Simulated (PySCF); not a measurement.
Some computed properties have been withheld. Give your best values.

Species: C5H10FN3Si.
Z-matrix (Å and degrees, GFN2-xTB geometry), rows numbered from 1:
```
C 
Si  1  1.9007
C   2  1.8963  1  114.08
C   2  1.9006  1  112.77  3   132.28
N   2  1.7897  1  105.15  3  -113.63
N   5  1.3164  2  124.70  1   120.38
C   6  1.3196  5  106.16  2   179.95
C   7  1.4025  6  106.43  5    -0.00
F   8  1.3263  7  127.90  6   179.91
N   8  1.3171  7  109.21  6     0.01
H   1  1.0867  2  111.33  3    53.38
H   1  1.0863  2  110.69  3   172.98
H   1  1.0853  2  111.54  3   -66.90
H   3  1.0852  2  111.17  1    65.89
H   3  1.0856  2  111.20  1   -54.39
H   3  1.0856  2  111.18  1  -173.84
H   4  1.0867  2  111.28  1   174.13
H   4  1.0854  2  111.52  1   -65.60
H   4  1.0863  2  110.68  1    54.51
H   7  1.0688  6  123.18  5   179.90
```

| property | level | value |
| --- | --- | --- |
| point group of the GFN2-xTB geometry | GFN2-xTB | Cs |
| rotational constants A, B, C of the GFN2-xTB geometry | GFN2-xTB | 2.083, 0.709, 0.643 GHz |
| dipole moment | PBE0/pcSseg-1 | ? |
| HOMO energy | PBE0/pcSseg-1 | ? |
| LUMO energy | PBE0/pcSseg-1 | ? |
| 13C chemical shifts (computed TMS as zero) by class | GIAO PBE0/pcSseg-1 | ? |
| 1H chemical shifts (computed TMS as zero) by class | GIAO PBE0/pcSseg-1 | ? |
| isotropic shieldings of nuclei other than C and H, by class | GIAO PBE0/pcSseg-1 | ? |

The electronic properties come from PySCF, for the isolated species, density fitting. Geometry: GFN2-xTB; no solvent or vibrations. NMR classes are plain means over equivalent atoms (diastereotopic ones count apart unless rotation or inversion swaps them), as if these changed places fast; in this geometry the members of some classes differ.

(1) What are the isotropic shieldings of nuclei other than C and H, by class?

(2) Give the LUMO energy.

(3) What are the 1H chemical shifts (computed TMS as zero) by class?

(4) The HOMO energy?

(5) What are the 13C chemical shifts (computed TMS as zero) by class?

(6) Give the dipole moment.

Answers

(1) -116 (N6), -72 (N10), -3 (N5), 326 (F9), 328 (Si2) ppm.

(2) -0.24 eV.

(3) 7.38 (H20), 0.51 (H11/H12/H13/H14/H15/H16/H17/H18/H19) ppm.

(4) -7.58 eV.

(5) 175.6 (C8), 124.6 (C7), 0.2 (C1/C3/C4) ppm.

(6) 2.35 D.

The rotational constants make it an asymmetric top with κ = (2B − A − C)/(A − C) = -0.91, nearer the prolate limit (−1). The dipole matches unit charges of opposite sign 0.49 Å apart (1 e·Å = 4.8032 D). With B = h/(8π²I), that is 505.379 GHz u Å² over I, the principal moments of inertia are 242.6, 713.3 and 786.6 u Å² (most abundant isotopes).
